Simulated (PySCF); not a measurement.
C2H5BF2SSi.
Numbering: `[CH3:1][C:2](=[S:3])[SiH2:4][B:5]([F:6])[F:7]` (hydrogens: H8, H9, H10 on C1; H11, H12 on Si4)

Structure used (PBE0-D3(BJ)/def2-SVP), in Å, numbered top down from 1:
```
atom  x, y, z in Å
C1     1.6579    0.3717   -0.6061
C2     0.7128   -0.7751   -0.4469
S3     0.7354   -2.0899   -1.4050
Si4   -0.6292   -0.6351    0.8976
B5    -1.9929    0.7070    0.2014
F6    -3.2841    0.4718    0.0941
F7    -1.5839    1.8998   -0.1949
H8     2.3363    0.2187   -1.4572
H9     1.0935    1.3105   -0.7448
H10    2.2488    0.5050    0.3170
H11   -1.2278   -1.9633    1.1934
H12   -0.0224   -0.0484    2.1387
```

Method: TDDFT CAM-B3LYP/def2-SVPD, vertical, gas phase, core orbitals frozen in the response in PySCF 2.14.0, density-fitted response routines.

Frontier orbitals with the atoms that hold most of them (Löwdin shares over 4%, at most four atoms; ? is withheld):

| orbital | ε (eV) | atoms |
| --- | --- | --- |
| HOMO-3 | -11.33 | Si4 22%, C2 17%, S3 15%, H11 13% |
| HOMO-2 | -10.97 | Si4 21%, C2 16%, B5 15%, S3 15% |
| HOMO-1 | -9.81 | ? |
| HOMO | -7.84 | S3 71%, C2 15%, Si4 6%, C1 4% |
| LUMO | -1.56 | ? |
| LUMO+1 | -0.17 | B5 33%, Si4 21%, F6 13%, F7 11% |
| LUMO+2 | 0.80 | B5 41%, Si4 14%, S3 8%, C1 6% |

Q: Which atoms hold the HOMO-1, and with what shares?

A: S3 (bonded to C) 42%; C2 (bonded to C, S and Si) 26%; Si4 (bonded to B, C and 2 H) 9%; B5 (bonded to 2 F and Si) 6%.

Q: Give the leading atoms of the LUMO.

A: S3 (bonded to C) 41%; C2 (bonded to C, S and Si) 36%; Si4 (bonded to B, C and 2 H) 6%; C1 (bonded to C and 3 H) 5%. By element: sulfur 41%, carbon 41%, silicon 6%.

Q: The HOMO–LUMO gap is 6.28 eV. Where does the response calculation put the lowest singlet, and from which orbitals?

A: S1 is at 2.11 eV (f = 0.0002), 4.17 eV below the gap, made of HOMO→LUMO (97%). 

Q: One configuration dominates each of S1, S2 and S3. Which, and how do the shares of the two leading atoms of either orbital change from the occupied to the empty one?

A: 
- S1 (2.11 eV, f 0.0002), HOMO→LUMO (97%): S3 71% → 41%, C2 15% → 36%; low, almost dark, from the terminal sulfur into the C=S bond, the pattern of n→π*
- S2 (5.00 eV, f 0.015), HOMO→LUMO+1 (94%): S3 71% → at most 11%, C2 15% → at most 11%, B5 at most 5% → 33%, Si4 6% → 21%
- S3 (5.47 eV, f 0.197), HOMO-1→LUMO (76%): S3 42% → 41%, C2 26% → 36%

Löwdin shares depend on the basis, the more so with diffuse functions.

One conformer stands for the species.
